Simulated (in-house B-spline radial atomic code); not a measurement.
The tungsten ion W⁷⁺: [Xe] (4f5/2)6 (4f7/2)7

Level of theory: Dirac-Hartree-Fock, average of the jj configuration, Fermi nucleus of rms radius 5.3658 fm; calculated with a radial B-spline atomic code at the basis-set limit.

Effective charges: Z_r = [3n² - l(l+1)]/(2<r>) from the radius, Z_e = n√(-2ε) from the energy, and Slater's rules. Values are occupation-weighted means over j. An effective charge above Z reflects the relativistic contraction of the inner shells.

```tsv
shell	electrons	ε (eV)	<r> (bohr)	Z_r	Z_e	Slater
1s	2	-70075	0.01835	81.76	71.77	73.70
2s	2	-12320	0.0769	78.02	60.18	69.85
2p	6	-10857	0.06901	72.45	56.50	69.85
3s	2	-2982.8	0.2001	67.47	44.42	62.75
3p	6	-2536	0.2001	62.47	40.96	62.75
3d	10	-1985.9	0.1824	57.56	36.24	52.85
4s	2	-732.3	0.4488	53.47	29.35	46.25
4p	6	-581.3	0.4751	48.41	26.15	46.25
4d	10	-378.12	0.509	41.26	21.09	34.85
5s	2	-190.77	1.037	36.16	18.72	17.20
4f	13	-155.52	0.5753	31.29	13.52	23.80
5p	6	-146.21	1.161	31.44	16.39	17.20
```

The least bound orbital is 5p3/2 at -142.1 eV, and it is also the most diffuse (<r> = 1.186 bohr). The part-filled 4f shell lies below the filled 5p shell in orbital energy.

For the 1s electron the small component carries 7.79 % of the norm, the zero-frequency Breit interaction raises the level by 243.4 eV, self-energy by 152 eV, and vacuum polarisation lowers it by 28.76 eV.

The density falls to 0.001 bohr⁻³ at 2.532 bohr; Σ<r²> = 22.508 bohr² gives, by the non-relativistic formula and without the paramagnetism of open shells, a Langevin diamagnetic susceptibility of -17.83×10⁻⁶ cm³/mol.
